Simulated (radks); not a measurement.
The numbers below are computed, except where a source is named.
All-electron atom: the silicon anion Si4- in [Ar]. Level of theory: scalar-relativistic Kohn-Sham, LDA (Slater exchange, Perdew-Wang correlation), spin-polarised, spherical densities, finite nucleus; Fermi nuclear charge, rms radius 3.1224 fm; Watson sphere of charge +5.62 and radius 4.61 bohr (a radial shooting solver on a logarithmic mesh with Libxc functionals).

Normalised radial functions P(r) = r R(r), r in bohr:

```
   r/bohr * 3p (the largest magnitude, 0.504, reaches the edge; | marks zero)
 0.008852                             *
  0.01006                             *
  0.01143                             *
    0.013                             *
  0.01477                             *
  0.01692                             *
  0.01923                             *
  0.02186                             *
  0.02484                             *
  0.02824                             *
  0.03209                             |*
  0.03648                             |*
  0.04146                             |*
   0.0475                             |*
  0.05398                             |*
  0.06135                             | *
  0.06973                             | *
  0.07925                             |  *
  0.09007                             |  *
   0.1024                             |   *
   0.1164                             |    *
   0.1333                             |    *
   0.1515                             |     *
   0.1722                             |      *
   0.1957                             |       *
   0.2224                             |        *
   0.2528                             |        *
   0.2873                             |         *
   0.3266                             |         *
   0.3741                             |        *
   0.4252                             |        *
   0.4833                             |      *
   0.5493                             |     *
   0.6243                             |  *
   0.7096                             *
   0.8064                          *  |
   0.9166                       *     |
     1.05                   *         |
    1.193               *             |
    1.356            *                |
    1.542         *                   |
    1.752       *                     |
    1.991     *                       |
    2.263   *                         |
    2.572  *                          |
    2.947  *                          |
     3.35  *                          |
    3.807  *                          |
    4.327    *                        |
    4.918       *                     |
    5.589            *                |
    6.353                 *           |
     7.22                      *      |
    8.272                          *  |
    9.402                           * |
    10.69                            *|
    12.14                             *
```

3p: eigenvalue -11.898 eV, 1 radial node at r = 0.724 bohr, <r> = 3.59 bohr, 90 % of the charge inside 5.52 bohr.
